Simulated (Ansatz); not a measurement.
Gas-phase electronic energies from Ansatz, PBE0-D4/def2-TZVP geometries. CCSD(T)/CBS adds triple-zeta CCSD(T) − MP2 to the extrapolated MP2 energy (def2 sets, frozen cores). This one scheme is used for every species. Functionals use def2-TZVPP. B3LYP here is the variant with VWN-RPA as its local correlation; programs differ in this. For Ge outer-core shells are correlated without core-valence functions, which leaves a few kJ/mol of doubt a bond. Scalar relativity is left out up to krypton. One conformer a species, not always the lowest.

`CB[S][GeH3]` + `N[SiH](F)F` → `F[SiH](F)[NH][GeH3]` + `CBS`  (ligand exchange at a Ge–S bond)

`CB[S][GeH3]`:

Cartesian coordinates in Å:
```
C 0.309 0.017 2.236
B 0.151 0.193 0.696
S -0.383 -1.178 -0.318
Ge -0.382 -0.223 -2.338
H 1.333 0.274 2.531
H 0.078 -0.981 2.612
H -0.331 0.742 2.753
H 0.384 1.247 0.173
H 1.040 0.243 -2.676
H -1.352 0.965 -2.337
H -0.846 -1.299 -3.330
```

`N[SiH](F)F`:

```xyz
7

N    -0.447    0.278   -0.911
Si    0.255   -0.260    0.522
F     1.772   -0.614    0.225
F     0.317    0.827    1.682
H    -1.445    0.280   -1.038
H     0.019    0.911   -1.539
H    -0.471   -1.421    1.058
```

`F[SiH](F)[NH][GeH3]`:

Cartesian coordinates in Å:
```
F 1.954 -0.840 -1.242
Si 0.442 -1.197 -0.901
F 0.553 -2.193 0.332
N -0.469 0.150 -0.464
Ge -0.336 1.171 1.075
H -0.136 -1.887 -2.065
H -1.118 0.496 -1.155
H -1.665 1.107 1.843
H -0.033 2.627 0.685
H 0.808 0.566 1.893
```

`CBS`:

Cartesian coordinates in Å:
```
C 0.344 0.538 -0.897
B -0.252 -0.391 0.202
S 0.008 -0.004 1.922
H -0.460 0.903 -1.546
H 1.001 -0.045 -1.553
H 0.904 1.398 -0.525
H -0.886 -1.366 -0.073
H -0.658 -1.034 2.469
```

```tsv
level	ΔE (kJ/mol)	difference from CCSD(T)/CBS
r2SCAN-D4	35.3	4.2
B3LYP-D4	32.0	0.9
B2PLYP	31.2	0.1
r2SCAN	35.5	4.4
HF/def2-TZVPP	26.2	-4.9
MP2/def2-TZVPP	31.5	0.4
SCS-MP2/def2-TZVPP	27.6	-3.5
CCSD/def2-TZVPP	26.8	-4.3
HF/def2-QZVPP	25.3	-5.8
HF/CBS(def2)	25.2	-5.9
CCSD(T)/CBS	31.1	0
```

Largest T1 diagnostic among the species: 0.013.
